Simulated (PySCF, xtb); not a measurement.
C4H4F2O2, SMILES O=C[C@@H]1CC(F)(F)O1. Other conformers were not sampled.

Harmonic wavenumbers (cm⁻¹) from xtb with GFN2-xTB at its own minimum, in rising order: 10, 61, 179, 309, 318, 413, 472, 491, 554, 701, 833, 846, 907, 948, 1036, 1056, 1075, 1118, 1124, 1153, 1186, 1239, 1250, 1328, 1419, 1803, 2817, 2927, 3042, 3052.

### Question
What does B3LYP-D3(BJ)/def2-SVP (PySCF) give at its own minimum? (An estimate is asked for; the answer gives what the named calculation found.)

### Answer
51, 68, 231, 321, 346, 405, 503, 524, 579, 755, 839, 890, 960, 966, 1026, 1067, 1147, 1160, 1201, 1271, 1276, 1311, 1342, 1396, 1450, 1860, 2899, 3099, 3104, 3182. Paired by order, the mean absolute difference is 53 cm⁻¹ and the zero-point energies are 48.1 and 50.4 kcal/mol.
